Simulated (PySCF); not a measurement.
C₃H₈N, SMILES C([CH2])(N)C, multiplicity 2. Atoms are numbered in the order given.

```xyz
12

C     -0.6245     1.3042     0.1666
C     -0.0338    -0.0515     0.3691
C      1.4253    -0.1169    -0.0543
N     -0.7832    -1.0949    -0.3486
H     -0.3747     1.8796    -0.7316
H     -1.4839     1.6359     0.7568
H     -0.0949    -0.3130     1.4405
H      2.0400     0.5889     0.5232
H      1.5299     0.1441    -1.1213
H      1.8174    -1.1346     0.0850
H     -0.7925    -0.8708    -1.3449
H     -1.7600    -1.0799    -0.0567
```
Charge 0, spin multiplicity 2.

The structure is a stationary point at PBE0-D3(BJ)/def2-SVP. The isomer is the one that the SMILES or the coordinates give; other isomers of the formula were not compared. The values are those of a single conformer.

All values below come from PBE/pcH-1 in PySCF.

Unrestricted Kohn–Sham, ⟨S²⟩ = 0.754. Hyperfine tensors hold the contact and dipolar terms, without spin-orbit corrections.

Computed hyperfine couplings:
| nucleus | A(iso) (MHz) | A(iso) (G) | dipolar principal values (MHz) |
|---|---|---|---|
| 13C no. 1 | 78.5 | 28.0 | -76.8, -76.4, 153.2 |
| 13C no. 2 | -25.8 | -9.2 | -1.8, -0.3, 2.1 |
| 13C no. 3 | 5.6 | 2.0 | -1.9, -1.2, 3.1 |
| 14N no. 4 | 0.3 | 0.1 | -7.7, -7.7, 15.4 |
| 1H no. 5 | -56.3 | -20.1 | -35.3, -0.7, 36.0 |
| 1H no. 6 | -56.2 | -20.1 | -35.4, -0.6, 36.0 |
| 1H no. 7 | 11.9 | 4.2 | -6.2, -2.9, 9.1 |
| 1H no. 8 | 2.9 | 1.0 | -4.0, -2.3, 6.3 |
| 1H no. 9 | -1.5 | -0.5 | -2.8, -2.4, 5.2 |
| 1H no. 10 | 7.3 | 2.6 | -2.0, -1.2, 3.2 |
| 1H no. 11 | -7.7 | -2.7 | -11.3, -1.5, 12.8 |
| 1H no. 12 | -5.8 | -2.1 | -11.4, -2.0, 13.4 |
